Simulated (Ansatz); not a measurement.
**Molecular dynamics of C₃H₇Si, charge +1**

input.yaml

```yaml
crystal:
  periodic: [false, false, false]
  atoms:
    - { symbol: C, position_ang: [-1.269584, 1.380116, -0.581698] }
    - { symbol: Si, position_ang: [0.215671, 0.857386, 0.263745] }
    - { symbol: C, position_ang: [0.308276, -0.839703, 0.99176] }
    - { symbol: C, position_ang: [0.691688, -1.165686, -0.41603] }
    - { symbol: H, position_ang: [-2.133782, 0.733635, -0.675731] }
    - { symbol: H, position_ang: [-1.372593, 2.383341, -0.977838] }
    - { symbol: H, position_ang: [1.409276, 1.635829, 0.197876] }
    - { symbol: H, position_ang: [-0.641488, -1.257049, 1.309046] }
    - { symbol: H, position_ang: [1.103403, -0.973258, 1.718188] }
    - { symbol: H, position_ang: [1.738191, -1.217839, -0.708807] }
    - { symbol: H, position_ang: [-0.049038, -1.536771, -1.120512] }
total_charge: 1
magnetization:
  spin_polarized: true
basis:
  gaussian: { orbitals: STO-3G }
hamiltonian:
  xc: hf
md:
  timestep: 0.5
  n_steps: 100
  ensemble: nvt_nose_hoover
  temperature: 400.0
  initial_velocities: maxwell_boltzmann
  seed: 158786
  nose_hoover: { tau: 50.0, chain_length: 3 }
```

Launched with:

```bash
$ ansatz run input.yaml --threads 1 --pin off --max-ram 2048MiB --backend cpu --events-out ev --progress --plain --runs-dir out
```

It starts from a relaxed structure.

Output, in part (one step line in 2, the closing report, with atoms numbered from 0):

```
md step     0: t =     0.00 fs  T =   400.0 K  F+E_penalty+E_count = -10928.56730696 eV  E_kin = 0.465336 eV  conserved = -10928.10197096 eV  (129 SCF iters)
md step     2: t =     1.00 fs  T =   321.8 K  F+E_penalty+E_count = -10928.47408100 eV  E_kin = 0.374313 eV  conserved = -10928.09977428 eV  (29 SCF iters)
md step     4: t =     2.00 fs  T =   207.0 K  F+E_penalty+E_count = -10928.33663808 eV  E_kin = 0.240785 eV  conserved = -10928.09591032 eV  (30 SCF iters)
md step     6: t =     3.00 fs  T =   222.0 K  F+E_penalty+E_count = -10928.35636291 eV  E_kin = 0.258316 eV  conserved = -10928.09823400 eV  (29 SCF iters)
md step     8: t =     4.00 fs  T =   273.3 K  F+E_penalty+E_count = -10928.41868677 eV  E_kin = 0.317957 eV  conserved = -10928.10117883 eV  (30 SCF iters)
md step    10: t =     5.00 fs  T =   219.7 K  F+E_penalty+E_count = -10928.35450619 eV  E_kin = 0.255582 eV  conserved = -10928.09971453 eV  (31 SCF iters)
md step    12: t =     6.00 fs  T =   115.7 K  F+E_penalty+E_count = -10928.23048322 eV  E_kin = 0.134545 eV  conserved = -10928.09702195 eV  (31 SCF iters)
md step    14: t =     7.00 fs  T =    89.3 K  F+E_penalty+E_count = -10928.19914000 eV  E_kin = 0.103940 eV  conserved = -10928.09651290 eV  (31 SCF iters)
md step    16: t =     8.00 fs  T =   165.4 K  F+E_penalty+E_count = -10928.28956867 eV  E_kin = 0.192415 eV  conserved = -10928.09885959 eV  (31 SCF iters)
md step    18: t =     9.00 fs  T =   231.8 K  F+E_penalty+E_count = -10928.36837645 eV  E_kin = 0.269703 eV  conserved = -10928.10113738 eV  (31 SCF iters)
md step    20: t =    10.00 fs  T =   192.9 K  F+E_penalty+E_count = -10928.32015088 eV  E_kin = 0.224367 eV  conserved = -10928.09914876 eV  (31 SCF iters)
md step    22: t =    11.00 fs  T =   146.7 K  F+E_penalty+E_count = -10928.26266512 eV  E_kin = 0.170673 eV  conserved = -10928.09611550 eV  (31 SCF iters)
md step    24: t =    12.00 fs  T =   219.7 K  F+E_penalty+E_count = -10928.34933289 eV  E_kin = 0.255573 eV  conserved = -10928.09880831 eV  (31 SCF iters)
md step    26: t =    13.00 fs  T =   299.6 K  F+E_penalty+E_count = -10928.44331631 eV  E_kin = 0.348574 eV  conserved = -10928.10129397 eV  (31 SCF iters)
md step    28: t =    14.00 fs  T =   263.5 K  F+E_penalty+E_count = -10928.39784064 eV  E_kin = 0.306551 eV  conserved = -10928.09955525 eV  (31 SCF iters)
md step    30: t =    15.00 fs  T =   178.6 K  F+E_penalty+E_count = -10928.29518902 eV  E_kin = 0.207778 eV  conserved = -10928.09705879 eV  (31 SCF iters)
md step    32: t =    16.00 fs  T =   164.4 K  F+E_penalty+E_count = -10928.27731757 eV  E_kin = 0.191297 eV  conserved = -10928.09679549 eV  (32 SCF iters)
md step    34: t =    17.00 fs  T =   233.6 K  F+E_penalty+E_count = -10928.35870905 eV  E_kin = 0.271810 eV  conserved = -10928.09913022 eV  (32 SCF iters)
md step    36: t =    18.00 fs  T =   274.1 K  F+E_penalty+E_count = -10928.40580603 eV  E_kin = 0.318878 eV  conserved = -10928.10119872 eV  (31 SCF iters)
md step    38: t =    19.00 fs  T =   198.6 K  F+E_penalty+E_count = -10928.31383601 eV  E_kin = 0.231001 eV  conserved = -10928.09909478 eV  (31 SCF iters)
md step    40: t =    20.00 fs  T =   111.2 K  F+E_penalty+E_count = -10928.20768128 eV  E_kin = 0.129355 eV  conserved = -10928.09588406 eV  (31 SCF iters)
md step    42: t =    21.00 fs  T =   150.4 K  F+E_penalty+E_count = -10928.25434601 eV  E_kin = 0.174993 eV  conserved = -10928.09807109 eV  (31 SCF iters)
md step    44: t =    22.00 fs  T =   228.0 K  F+E_penalty+E_count = -10928.34512332 eV  E_kin = 0.265228 eV  conserved = -10928.10054896 eV  (32 SCF iters)
md step    46: t =    23.00 fs  T =   221.6 K  F+E_penalty+E_count = -10928.33408485 eV  E_kin = 0.257755 eV  conserved = -10928.09940937 eV  (31 SCF iters)
md step    48: t =    24.00 fs  T =   169.2 K  F+E_penalty+E_count = -10928.26896936 eV  E_kin = 0.196813 eV  conserved = -10928.09738040 eV  (32 SCF iters)
md step    50: t =    25.00 fs  T =   167.2 K  F+E_penalty+E_count = -10928.26423447 eV  E_kin = 0.194462 eV  conserved = -10928.09688561 eV  (31 SCF iters)
md step    52: t =    26.00 fs  T =   238.9 K  F+E_penalty+E_count = -10928.34694973 eV  E_kin = 0.277866 eV  conserved = -10928.09863774 eV  (31 SCF iters)
md step    54: t =    27.00 fs  T =   299.6 K  F+E_penalty+E_count = -10928.41619817 eV  E_kin = 0.348585 eV  conserved = -10928.10062369 eV  (31 SCF iters)
md step    56: t =    28.00 fs  T =   265.0 K  F+E_penalty+E_count = -10928.37070483 eV  E_kin = 0.308232 eV  conserved = -10928.09921150 eV  (31 SCF iters)
md step    58: t =    29.00 fs  T =   204.7 K  F+E_penalty+E_count = -10928.29496040 eV  E_kin = 0.238094 eV  conserved = -10928.09668538 eV  (31 SCF iters)
md step    60: t =    30.00 fs  T =   225.0 K  F+E_penalty+E_count = -10928.31763062 eV  E_kin = 0.261758 eV  conserved = -10928.09859256 eV  (32 SCF iters)
md step    62: t =    31.00 fs  T =   251.5 K  F+E_penalty+E_count = -10928.34655718 eV  E_kin = 0.292616 eV  conserved = -10928.10011075 eV  (31 SCF iters)
md step    64: t =    32.00 fs  T =   206.5 K  F+E_penalty+E_count = -10928.28931580 eV  E_kin = 0.240221 eV  conserved = -10928.09867456 eV  (32 SCF iters)
md step    66: t =    33.00 fs  T =   142.6 K  F+E_penalty+E_count = -10928.21099593 eV  E_kin = 0.165931 eV  conserved = -10928.09726207 eV  (32 SCF iters)
md step    68: t =    34.00 fs  T =   129.2 K  F+E_penalty+E_count = -10928.19312088 eV  E_kin = 0.150285 eV  conserved = -10928.09710483 eV  (31 SCF iters)
md step    70: t =    35.00 fs  T =   173.0 K  F+E_penalty+E_count = -10928.24290157 eV  E_kin = 0.201205 eV  conserved = -10928.09840357 eV  (31 SCF iters)
md step    72: t =    36.00 fs  T =   210.0 K  F+E_penalty+E_count = -10928.28407569 eV  E_kin = 0.244333 eV  conserved = -10928.09973769 eV  (31 SCF iters)
md step    74: t =    37.00 fs  T =   185.2 K  F+E_penalty+E_count = -10928.25039709 eV  E_kin = 0.215464 eV  conserved = -10928.09841002 eV  (31 SCF iters)
md step    76: t =    38.00 fs  T =   161.7 K  F+E_penalty+E_count = -10928.21829046 eV  E_kin = 0.188086 eV  conserved = -10928.09669617 eV  (30 SCF iters)
md step    78: t =    39.00 fs  T =   210.6 K  F+E_penalty+E_count = -10928.27368120 eV  E_kin = 0.245030 eV  conserved = -10928.09847570 eV  (30 SCF iters)
md step    80: t =    40.00 fs  T =   261.1 K  F+E_penalty+E_count = -10928.32896413 eV  E_kin = 0.303784 eV  conserved = -10928.09944686 eV  (122 SCF iters)
md step    82: t =    41.00 fs  T =   255.9 K  F+E_penalty+E_count = -10928.31716442 eV  E_kin = 0.297719 eV  conserved = -10928.09863157 eV  (30 SCF iters)
md step    84: t =    42.00 fs  T =   221.2 K  F+E_penalty+E_count = -10928.27144005 eV  E_kin = 0.257330 eV  conserved = -10928.09783847 eV  (32 SCF iters)
md step    86: t =    43.00 fs  T =   197.4 K  F+E_penalty+E_count = -10928.23911391 eV  E_kin = 0.229665 eV  conserved = -10928.09716336 eV  (32 SCF iters)
md step    88: t =    44.00 fs  T =   213.1 K  F+E_penalty+E_count = -10928.25385005 eV  E_kin = 0.247866 eV  conserved = -10928.09764575 eV  (31 SCF iters)
md step    90: t =    45.00 fs  T =   242.9 K  F+E_penalty+E_count = -10928.28534317 eV  E_kin = 0.282588 eV  conserved = -10928.09891876 eV  (31 SCF iters)
md step    92: t =    46.00 fs  T =   234.1 K  F+E_penalty+E_count = -10928.26984474 eV  E_kin = 0.272334 eV  conserved = -10928.09843901 eV  (31 SCF iters)
md step    94: t =    47.00 fs  T =   208.4 K  F+E_penalty+E_count = -10928.23449486 eV  E_kin = 0.242451 eV  conserved = -10928.09733049 eV  (31 SCF iters)
md step    96: t =    48.00 fs  T =   211.0 K  F+E_penalty+E_count = -10928.23423004 eV  E_kin = 0.245484 eV  conserved = -10928.09817221 eV  (31 SCF iters)
md step    98: t =    49.00 fs  T =   216.1 K  F+E_penalty+E_count = -10928.23565335 eV  E_kin = 0.251398 eV  conserved = -10928.09794710 eV  (32 SCF iters)
md step   100: t =    50.00 fs  T =   224.2 K  F+E_penalty+E_count = -10928.24030154 eV  E_kin = 0.260806 eV  conserved = -10928.09754737 eV  (108 SCF iters)
Total energy: -10928.24030154 eV, -401.6054236542 hartree
Atom 0 at    -1.253110     1.394947    -0.626716 Å, force    -0.241127     0.998276    -0.666720 eV/Å
Atom 1 at     0.180392     0.868741     0.292299 Å, force     1.476034    -0.929188     0.853168 eV/Å
Atom 2 at     0.387269    -0.847280     1.040599 Å, force    -2.809791     0.140302    -3.377275 eV/Å
Atom 3 at     0.666269    -1.199582    -0.464518 Å, force    -2.737123    -0.023914     1.710890 eV/Å
Atom 4 at    -2.145867     0.829725    -0.896141 Å, force     0.398496    -0.107689     0.335254 eV/Å
Atom 5 at    -1.200537     2.406857    -1.053036 Å, force    -0.216601    -0.583912     0.230762 eV/Å
Atom 6 at     1.380089     1.712619     0.293110 Å, force    -0.934645    -0.551136    -0.174887 eV/Å
Atom 7 at    -0.561648    -1.296198     1.423260 Å, force     1.275298     0.424872    -0.474893 eV/Å
Atom 8 at     1.221573    -1.016981     1.653074 Å, force     1.479247     0.025501     1.227727 eV/Å
Atom 9 at     1.650844    -1.211987    -0.855009 Å, force     1.397057    -0.022780    -0.391080 eV/Å
Atom 10 at    -0.142224    -1.655068    -1.086366 Å, force     0.913155     0.629668     0.727055 eV/Å
Dipole moment:     0.051988     0.171447     0.003266 e Å
```

The run went to its last step. The conserved energy stayed within 0.55 meV per atom of its start (net change 0.4 meV per atom), so the integration is sound. The mean temperature of the second half is 46 % below the set value. A run of 0.05 ps of so small a system gives no equilibrium averages. Limits of this set-up: minimal basis, the dipole of an ion depends on the origin.

The same pairs are bonded in the first frame and the last. Pairs count as bonded within 1.25 times the sum of covalent radii (0.12 Å more for H–H).

Last frame:

```xyz
11
Properties=species:S:1:pos:R:3
C -1.253 1.395 -0.627
Si 0.180 0.869 0.292
C 0.387 -0.847 1.041
C 0.666 -1.200 -0.465
H -2.146 0.830 -0.896
H -1.200 2.407 -1.053
H 1.380 1.713 0.293
H -0.562 -1.296 1.423
H 1.222 -1.017 1.653
H 1.651 -1.212 -0.855
H -0.142 -1.655 -1.086
```

The run took 48 s on 1 CPU thread of a shared host.
